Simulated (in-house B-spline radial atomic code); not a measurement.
## Co VI (Co5+): [Ne] 3s2 3p5 3d4 6g1 (an excited or competing configuration)

Computed with an all-electron radial atomic-structure program (B-spline basis): Dirac-Hartree-Fock, average of configuration, Fermi nucleus of rms radius 3.7875 fm.

Z_r = [3n² - l(l+1)]/(2<r>); Z_e = n√(-2ε); the last column is Slater's effective charge. Values are occupation-weighted means over j.

```
shell  electrons   ε (eV)  <r> (bohr)    Z_r    Z_e  Slater
   1s          2  -7899.5     0.05616  26.71  24.10   26.70
   2s          2  -1083.9      0.2536  23.66  17.85   22.85
   2p          6  -941.36      0.2244  22.28  16.64   22.85
   3s          2   -230.2        0.74  18.24  12.34   16.10
   3p          5  -187.24      0.7618  16.41  11.13   16.10
   3d          4  -122.86      0.7871  13.34   9.01    8.95
   6g          1  -13.618       7.321   6.01   6.00       -
```

The least bound orbital is 6g9/2 at -13.62 eV, and it is also the most diffuse (<r> = 7.321 bohr).

Spin-orbit splittings of the orbital energies (j = l + 1/2 above j = l - 1/2 when positive): 2p 15.06 eV, 3p 2.196 eV, 3d 0.275 eV, 6g 0.000174 eV.

For the 1s electron the small component carries 0.945 % of the norm, the zero-frequency Breit interaction raises the level by 9.423 eV, self-energy by 4.692 eV, and vacuum polarisation lowers it by 0.4087 eV.
